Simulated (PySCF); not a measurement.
Compound: C4H13NSi2.
Structure used (PBE0-D3(BJ)/def2-SVP), in Å, numbered top down from 1:
```
atom  x, y, z in Å
Si1    2.990   -0.031   -0.583
N2     2.112   -1.529   -0.679
Si3    0.410   -1.843   -0.457
C4    -0.391   -0.382    0.406
C5    -0.519    0.907   -0.451
C6    -1.982    0.529   -0.748
C7    -1.941   -0.461    0.431
H8     2.842    0.847   -1.789
H9     2.531    0.760    0.598
H10    4.442   -0.354   -0.435
H11    2.659   -2.313   -1.025
H12   -0.292   -2.076   -1.765
H13    0.226   -3.090    0.354
H14    0.091   -0.250    1.389
H15   -0.441    1.812    0.172
H16    0.154    1.038   -1.315
H17   -2.732    1.333   -0.712
H18   -2.080    0.009   -1.713
H19   -2.351   -0.023    1.354
H20   -2.417   -1.445    0.286
```

All values: PBE0/pcSseg-1 (PySCF, non-relativistic), on one gas-phase PBE0-D3(BJ)/def2-SVP geometry that isn't relaxed in the solvent. The solvent is an IEF-PCM continuum (Bondi radii, 1.10 Å for H, scaled by 1.2). Specific hydrogen bonds and non-electrostatic terms are outside this model.

| run | E − E(gas) (kJ/mol) | HOMO (eV) | HOMO–LUMO gap (eV) | dipole (D) |
| --- | --- | --- | --- | --- |
| gas | 0.00 | -7.28 | 7.70 | 0.15 |
| P | -7.27 | -7.22 | 7.77 | 0.16 |
| Q | -8.14 | -7.22 | 7.77 | 0.16 |

Task: The runs were made in acetone and dichloromethane. Which run belongs to which solvent?

Result: P = dichloromethane, Q = acetone. The dielectric constants are 8.93 (dichloromethane), 20.49 (acetone), and the energy falls further as ε rises. In this model the ground state sees the solvent through ε alone.

Task: How constant is the ratio of the lowering to (ε − 1)/(2ε + 1)?

Result: 
```json
{"solvent": "dichloromethane", "(ε − 1)/(2ε + 1)": "0.420", "E − E(gas) (kJ/mol)": "-7.27", "ratio (kJ/mol)": "-17.3", "polarisation term (kJ/mol)": "-7.76"}
{"solvent": "acetone", "(ε − 1)/(2ε + 1)": "0.464", "E − E(gas) (kJ/mol)": "-8.14", "ratio (kJ/mol)": "-17.5", "polarisation term (kJ/mol)": "-8.76"}
```

The ratio changes by +1.4 % in size from dichloromethane to acetone. The polarisation term is half the interaction of the solute with the induced surface charges.
